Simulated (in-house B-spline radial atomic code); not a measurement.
Values are calculated unless marked as measured or tabulated.
C6 from the polarisability at imaginary frequency: Lu IV (Lu3+)

BSE on G0W0@HF linear response of the closed shell [Xe] 4f14, from an all-electron radial atomic-structure program (B-spline basis); scalar-relativistic (spin-free one-electron X2C), finite nucleus, no spin-orbit coupling; shells from n = 3 respond.

The dispersion coefficient of two like species is C6 = (3/π) ∫ α(iu)² du from 0 to ∞.

| u (hartree) | α(iu) (bohr³) |
| --- | --- |
| 0 | 4.175 |
| 0.24 | 3.987 |
| 0.56 | 3.468 |
| 0.96 | 2.811 |
| 1.6 | 1.978 |
| 2.4 | 1.333 |
| 3.6 | 0.832 |
| 5.6 | 0.472 |
| 8 | 0.2904 |
| 12 | 0.1624 |
| 20 | 0.07457 |
| 40 | 0.02405 |

Problem. Fit one oscillator, α(iu) = α(0)/(1 + u²/ω²), through u = 1.6 and estimate C6.

Solution. From α(0)/α(iu) − 1 = 4.175/1.978 − 1 = 1.1107, ω = u/√1.1107 = 1.5182 hartree (41.3 eV). London's formula gives C6 = (3/4) α(0)² ω = 0.75 × 4.175² × 1.5182 = 19.85 hartree·bohr⁶, and the oscillator holds f = α(0) ω² = 9.62 electrons, of a sum of oscillator strengths of 62.7.

Problem. How does that compare with the full integral?

Solution. The program's quadrature over all excitations gives C6 = 20.11, so the single oscillator is off by -1.3 %. At the last point the fit gives α = 0.00601 against 0.0241: higher excitations, and deeper shells where there are any, keep the true curve higher at large u.
